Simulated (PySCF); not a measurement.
# Correlation energy of Pt⁷⁶⁺ (platinum, charge +76)

1s2, closed-shell 1S. Computed with PySCF 2.14 in an even-tempered Gaussian basis (15 s from 240 bohr⁻², ratio 2.2; 7 p from 360 bohr⁻², ratio 2.4; 4 d from 1100 bohr⁻², ratio 2.4; 3 f from 1600 bohr⁻², ratio 2.4; 3 g from 2400 bohr⁻², ratio 2.4), with the non-relativistic Hamiltonian (point nucleus). Frozen: nothing; 2 electrons correlated; the 11 highest virtual orbitals of each spin left out.

With two correlated electrons CCSD is exact within the correlated space (frozen core and kept virtual orbitals).

```
level  correlation energy (mhartree)
 CCSD                         -45.84
```

Diagnostics: T1 = 3.5e-07, D1 = 0.0000, largest double amplitude 0.000.

Task: Is a single reference adequate?

Result: Yes, within this model without spin-orbit coupling: T1 lies below 0.03 and no double amplitude reaches 0.07.

At this charge a non-relativistic calculation is a model, useful for the Z dependence of the correlation energy.
